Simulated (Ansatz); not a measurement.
The cluster Cr3S3⁻, relaxed as a doublet with UKS PBE-D4/def2-SVPD in Ansatz, starting from the GFN2-xTB geometry. Force threshold 0.02 eV/Å.

The charge -1 doublet is spin-contaminated (final ⟨S²⟩ up to 4.16, 0.75 for a pure state). Another isomer (doublet) lies 0.74 eV lower at PBE0-D4/def2-TZVPD; other spin states weren't run for this one.

Start:

Cartesian coordinates in Å:
```
Cr 0.950 -0.657 0.671
Cr -0.453 1.203 0.447
Cr -0.532 -0.548 -1.154
S 0.434 -2.574 -0.604
S 0.886 1.009 2.344
S -1.285 1.567 -1.705
```

Task: Estimate the energy that the relaxation releases and the steps that it takes.

Result: 12.0 kcal/mol, in 17 steps; 1.9 min on 4 threads of Arm Neoverse V2 on a shared host. No frequencies were taken in this run, so the end may be a saddle point.

Task: Does the start keep its bonding?

Result: By distances, no bond broke or formed. The bond that changes most is Cr3–S6, from 2.31 to 2.17 Å (atoms count from 1).

Task: Predict the relaxed structure.

Result: 
```tsv
atom	x (Å)	y (Å)	z (Å)
Cr1	1.038	-0.896	1.000
Cr2	-0.253	1.152	0.293
Cr3	-0.855	-0.482	-0.848
S4	0.510	-2.181	-0.868
S5	0.829	1.016	2.278
S6	-1.268	1.391	-1.855
```
Bond lengths (bridged metal pairs left out): 6 × Cr–S 2.17 to 2.39 Å.
